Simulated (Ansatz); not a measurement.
Name a neutral molecule of Ge, Se and H with HOMO energy (PBE0/def2-TZVPP) between -7.20 and -6.90 eV and HOMO–LUMO gap (PBE0/def2-TZVPP) between 5.15 and 5.45 eV (Ansatz, PBE0-D4/def2-TZVP geometry).

`[SeH][Ge]([SeH])([SeH])[SeH]` (-7.16 eV, 5.20 eV). Other molecules can fit too; these were computed, each in one conformer that needn't be the lowest.
